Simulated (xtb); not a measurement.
C7H7O (SMILES Cc1c[c]c(O)cc1), doublet, from a rough starting geometry; GFN2-xTB in xtb.

The xtb input:
```
$ xtb mol.xyz --gfn 2 --uhf 1 --opt vtight --json

# file mol.xyz
15

C     -2.34041749    -0.22119780    -0.19587615
C     -0.86949970    -0.10704838    -0.00881813
C      0.04592497    -0.40895932    -1.04194260
C      1.39247191    -0.22298159    -0.77911086
C      1.90640158     0.15895603     0.44115038
O      3.27022183     0.20001711     0.69859823
C      0.92141351     0.40976697     1.43995137
C     -0.36322920     0.29232982     1.25533644
H     -2.57155026    -1.25414705    -0.36151176
H     -2.67660718     0.35089432    -1.15184460
H     -2.94912695     0.17666124     0.60937101
H     -0.31135497    -0.67788888    -1.94059152
H      2.09999514    -0.42187103    -1.58688836
H      3.60287064     1.07601296     0.45067934
H     -1.09170417     0.55027692     2.05588827
```

Write the output that xtb gives for this input, abridged.


```
   ID    Z sym.   atoms
    1    6 C      1-5, 7, 8
    2    8 O      6
    3    1 H      9-15

           -------------------------------------------------
          |                Calculation Setup                |
           -------------------------------------------------

           -------------------------------------------------
          |                 G F N 2 - x T B                 |
           -------------------------------------------------

          ...................................................
          :                      SETUP                      :
          :.................................................:
          :  # basis functions                  39          :
          :  # atomic orbitals                  39          :
          :  # shells                           23          :
          :  # electrons                        41          :
          :  max. iterations                   250          :
          :  Hamiltonian                  GFN2-xTB          :
          :  restarted?                      false          :
          :  GBSA solvation                  false          :
          :  PC potential                    false          :
          :  electronic temp.          300.0000000     K    :
          :  accuracy                    1.0000000          :
          :  -> integral cutoff          0.2500000E+02      :
          :  -> integral neglect         0.1000000E-07      :
          :  -> SCF convergence          0.1000000E-05 Eh   :
          :  -> wf. convergence          0.1000000E-03 e    :
          :  Broyden damping             0.4000000          :
          :  net charge                          0          :
          :  unpaired electrons                  1          :
          ...................................................

 iter      E             dE          RMSdq      gap      omega  full diag
   1    -22.8400558 -0.228401E+02  0.456E+00    2.77       0.0  T
   2    -22.8527389 -0.126831E-01  0.267E+00    2.33       1.0  T
   3    -22.8435711  0.916784E-02  0.886E-01    2.97       1.0  T
   4    -22.8545069 -0.109359E-01  0.290E-01    2.41       1.0  T
   5    -22.8554663 -0.959365E-03  0.113E-01    2.54       1.0  T
   6    -22.8555783 -0.112025E-03  0.471E-02    2.53       1.0  T
   7    -22.8555826 -0.424485E-05  0.208E-02    2.53       1.2  T
   8    -22.8555848 -0.225149E-05  0.766E-03    2.53       3.4  T
   9    -22.8555851 -0.273780E-06  0.329E-03    2.53       7.9  T
  10    -22.8555851 -0.344856E-07  0.107E-03    2.53      24.2  T
  11    -22.8555851 -0.107969E-07  0.412E-04    2.53      62.7  T
  12    -22.8555851 -0.516962E-09  0.131E-04    2.53     196.4  T

   *** convergence criteria satisfied after 12 iterations ***

         :::::::::::::::::::::::::::::::::::::::::::::::::::::
         ::                     SUMMARY                     ::
         :::::::::::::::::::::::::::::::::::::::::::::::::::::
         :: total energy             -22.491041350557 Eh    ::
         :: gradient norm              0.163261274169 Eh/a0 ::
         :: HOMO-LUMO gap              2.532662849961 eV    ::
         ::.................................................::
         :: SCC energy               -22.855580485445 Eh    ::
         :: -> isotropic ES            0.024423094129 Eh    ::
         :: -> anisotropic ES          0.004290567059 Eh    ::
         :: -> anisotropic XC          0.009524024701 Eh    ::
         :: -> dispersion             -0.010907701083 Eh    ::
         :: repulsion energy           0.364539134888 Eh    ::
         :: add. restraining           0.000000000000 Eh    ::
         :: total charge              -0.000000000000 e     ::
         :::::::::::::::::::::::::::::::::::::::::::::::::::::

      -----------------------------------------------------------
     |                   =====================                   |
     |                        A N C O P T                        |
     |                   =====================                   |
     |               Approximate Normal Coordinate               |
     |                Rational Function Optimizer                |
      -----------------------------------------------------------
      -----------------------------------------------------------
     |                   =====================                   |
     |                        A N C O P T                        |
     |                   =====================                   |
     |               Approximate Normal Coordinate               |
     |                Rational Function Optimizer                |
      -----------------------------------------------------------

          ...................................................
          :                      SETUP                      :
          :.................................................:
          :   optimization level         verytight          :
          :   max. optcycles                   300          :
          :   ANC micro-cycles                  20          :
          :   degrees of freedom                39          :
          :.................................................:
          :   RF solver                   davidson          :
          :   write xtbopt.log                true          :
          :   linear?                        false          :
          :   energy convergence         0.1000000E-06 Eh   :
          :   grad. convergence          0.2000000E-03 Eh/α :
          :   maxmium RF displ.          1.0000000          :
          :   Hlow (freq-cutoff)         0.1000000E-01      :
          :   Hmax (freq-cutoff)         5.0000000          :
          :   S6 in model hess.         20.0000000          :
          ...................................................

generating ANC from exact Hessian ...
Using Lindh-Hessian (1995)
 Shifting diagonal of input Hessian by    6.2011167306091994E-003
 Lowest  eigenvalues of input Hessian
[...]
 * total energy  :   -22.5104903 Eh     change        0.1258247E-02 Eh
 * total energy  :   -22.5130910 Eh     change       -0.2600735E-02 Eh
 * total energy  :   -22.5134840 Eh     change       -0.3929721E-03 Eh
 * total energy  :   -22.5139760 Eh     change       -0.4920562E-03 Eh
 * total energy  :   -22.5148609 Eh     change       -0.8849174E-03 Eh
 * total energy  :   -22.5150768 Eh     change       -0.2158463E-03 Eh
 * total energy  :   -22.5151602 Eh     change       -0.8343138E-04 Eh
 * total energy  :   -22.5151694 Eh     change       -0.9153727E-05 Eh
 * total energy  :   -22.5151722 Eh     change       -0.2826699E-05 Eh
 * total energy  :   -22.5151726 Eh     change       -0.3760431E-06 Eh
 * total energy  :   -22.5151727 Eh     change       -0.1312812E-06 Eh
 * total energy  :   -22.5151728 Eh     change       -0.5353075E-07 Eh
   *** GEOMETRY OPTIMIZATION CONVERGED AFTER 29 ITERATIONS ***
         :: total energy             -22.515172768785 Eh    ::
[...]
          |                Property Printout                |
           -------------------------------------------------

    * Orbital Energies and Occupations

         #    Occupation            Energy/Eh            Energy/eV
      -------------------------------------------------------------
         1        2.0000           -0.7060652             -19.2130
       ...           ...                  ...                  ...
         9        2.0000           -0.5336570             -14.5215
        10        2.0000           -0.5187760             -14.1166
        11        2.0000           -0.4998180             -13.6007
        12        2.0000           -0.4931486             -13.4193
        13        2.0000           -0.4867904             -13.2462
        14        2.0000           -0.4819210             -13.1137
        15        2.0000           -0.4568706             -12.4321
        16        2.0000           -0.4528209             -12.3219
        17        2.0000           -0.4470890             -12.1659
        18        2.0000           -0.4316229             -11.7451
        19        2.0000           -0.4009978             -10.9117
        20        2.0000           -0.3746306             -10.1942
        21        1.0000           -0.3269374              -8.8964 (HOMO)
        22                         -0.2177967              -5.9266 (LUMO)
        23                         -0.2082930              -5.6679
        24                         -0.0823267              -2.2402
        25                          0.0711318               1.9356
        26                          0.1174073               3.1948
        27                          0.1378420               3.7509
        28                          0.1655573               4.5050
        29                          0.1762957               4.7972
        30                          0.1932087               5.2575
        31                          0.2070858               5.6351
        32                          0.2207435               6.0067
       ...                                ...                  ...
        39                          0.6626993              18.0330
      -------------------------------------------------------------
                  HL-Gap            0.1091407 Eh            2.9699 eV
             Fermi-level           -0.3115756 Eh           -8.4784 eV

     #   Z          covCN         q      C6AA      α(0)
     1   6 C        3.757    -0.107    22.594     6.777
     2   6 C        2.973     0.010    27.793     8.648
     3   6 C        2.923    -0.046    29.154     8.855
     4   6 C        2.930    -0.054    29.347     8.884
     5   6 C        2.841     0.153    24.684     8.142
     6   8 O        1.659    -0.392    20.702     6.142
     7   6 C        2.015    -0.113    34.149     9.438
     8   6 C        2.922    -0.031    28.773     8.796
     9   1 H        0.925     0.046     2.369     2.407
    10   1 H        0.924     0.047     2.355     2.400
    11   1 H        0.925     0.044     2.398     2.422
    12   1 H        0.926     0.040     2.449     2.447
    13   1 H        0.926     0.055     2.253     2.347
    14   1 H        0.805     0.303     0.711     1.324
    15   1 H        0.926     0.045     2.384     2.415

 Mol. C6AA /au·bohr⁶  :       2657.853621
 Mol. C8AA /au·bohr⁸  :      64586.814817
 Mol. α(0) /au        :         81.443712

Wiberg/Mayer (AO) data.
largest (>0.10) Wiberg bond orders for each atom

 ---------------------------------------------------------------------------
     #   Z sym  total        # sym  WBO       # sym  WBO       # sym  WBO
 ---------------------------------------------------------------------------
     1   6 C    3.996 --     2 C    1.020    11 H    0.985     9 H    0.975
                            10 H    0.970
     2   6 C    3.981 --     3 C    1.411     8 C    1.343     1 C    1.020
                             5 C    0.102
     3   6 C    3.991 --     4 C    1.463     2 C    1.411    12 H    0.962
                             7 C    0.105
     4   6 C    3.981 --     3 C    1.463     5 C    1.318    13 H    0.956
                             8 C    0.110
     5   6 C    3.937 --     7 C    1.415     4 C    1.318     6 O    1.064
                             2 C    0.102
     6   8 O    2.115 --     5 C    1.064    14 H    0.890
     7   6 C    3.292 --     8 C    1.522     5 C    1.415     3 C    0.105
     8   6 C    3.987 --     7 C    1.522     2 C    1.343    15 H    0.953
                             4 C    0.110
     9   1 H    0.997 --     1 C    0.975
    10   1 H    0.997 --     1 C    0.970
    11   1 H    0.998 --     1 C    0.985
    12   1 H    0.998 --     3 C    0.962
    13   1 H    0.996 --     4 C    0.956
    14   1 H    0.908 --     6 O    0.890
    15   1 H    0.998 --     8 C    0.953
 ---------------------------------------------------------------------------

Topologies differ in total number of bonds
Writing topology from bond orders to xtbtopo.mol

molecular dipole:
                 x           y           z       tot (Debye)
 q only:       -0.357       0.048       0.171
   full:       -0.455       0.061       0.209       1.281
molecular quadrupole (traceless):
                xx          xy          yy          xz          yz          zz
 q only:        0.367       1.552      -1.416       3.388       1.578       1.049
  q+dip:        0.497       1.828      -3.167       3.654       3.272       2.670
   full:       -0.373       1.837      -1.629       4.207       2.234       2.002

optimized geometry written to: xtbopt.xyz

           -------------------------------------------------
          | TOTAL ENERGY              -22.515172768785 Eh   |
          | GRADIENT NORM               0.000059583771 Eh/α |
          | HOMO-LUMO GAP               2.969869401116 eV   |
           -------------------------------------------------

normal termination of xtb
```
